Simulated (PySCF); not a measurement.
BH2O2, SMILES [B](O)O (connectivity only; charge and spin as stated), charge +1, multiplicity 1. Geometry optimised at PBE-D3(BJ)/def2-TZVP. The multiplicity is an assumed one; other spin states were not compared. The isomer is the one that the SMILES or the coordinates give; other isomers of the formula were not compared. One conformer was computed; it need not be the lowest.

Computed with PySCF 2.14.0 with PBE-D3(BJ)/def2-TZVP.

Harmonic wavenumbers (cm⁻¹): 316, 420, 421, 626, 645, 1052, 2037, 3661, 3681. Rotational constants (GHz): 562.7, 8.519, 8.517; symmetry number 2.

Work out the zero-point energy and the ideal-gas rigid-rotor harmonic-oscillator thermochemistry at 298.15 K and 1 atm.

ZPE = ½ Σ hcν = ½ × 12859 cm⁻¹ = 76.91 kJ/mol. H − E(el) = 90.23 kJ/mol. Entropy in J/(mol K): translation 156.17, rotation 76.26, vibration 16.63, total 249.06. G − E(el) = 15.97 kJ/mol. Cp = 61.48 J/(mol K).
